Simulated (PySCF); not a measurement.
C₄H₁₅GeNSi, SMILES [CH3][Ge]([CH3])([CH3])[CH2][SiH2]N at its GFN2-xTB optimised geometry (Å):

```
22

Si    -0.9701    -0.7563    -3.2185
N      0.6369    -0.1521    -3.3806
C     -1.0398    -1.6886    -1.5734
Ge    -0.3260    -0.6997     0.0000
C     -0.9712     1.1756     0.0000
C      1.6627    -0.6997     0.0000
C     -0.9531    -1.6042     1.6634
H     -1.4025    -1.6838    -4.2844
H     -1.8310     0.4290    -3.2389
H      1.3997    -0.7682    -3.1482
H      0.8663     0.3708    -4.2105
H     -2.0784    -1.9440    -1.3699
H     -0.5035    -2.6329    -1.6574
H     -0.6021     1.6973    -0.8772
H     -2.0564     1.2143    -0.0140
H     -0.6258     1.7042     0.8840
H      2.0564    -1.7042    -0.1274
H      2.0456    -0.0765    -0.8014
H      2.0397    -0.3091     0.9411
H     -0.5732    -1.0938     2.5438
H     -2.0380    -1.6050     1.7173
H     -0.6146    -2.6357     1.7009
```

Calculation: PySCF with PBE0/def2-SVP.

Map of the deformation density (molecule minus spherical neutral atoms) (e/bohr³) on the plane z = 1.0 Å:

```
|...............................|
|...............................|
|...............................|
|...............................|
|...............................|
|...............................|
|...............................|
|...........     ...............|
|.......... ..   ...............|
|.........  :++.  ..............|
|........   -#%-. ..............|
|........   .=+:. ..............|
|........    ...  ..............|
|........     .         ........|
|.........            .   ......|
|.........          .:-:  ......|
|.........   ..     .=@@: ......|
|........   .::.    .=%#:.......|
|........  .-**=.    .--. ......|
|....... ..:+@@*:.        ......|
|....... .::=#%+:        .......|
|....... ... -=:.       ........|
|.......     .:.   .............|
|........    .:.  ..............|
|.........   ... ...............|
|...........    ................|
|...............................|
|...............................|
|...............................|
|...............................|
|...............................|
```
Scale: ten equal steps from -0.009 (start of ' ') to 0.044 (end of '@'), in the order ' .:-=+*#%@'; x runs from -4.50 to 4.50, y from -4.50 (bottom) to 4.50 (top).
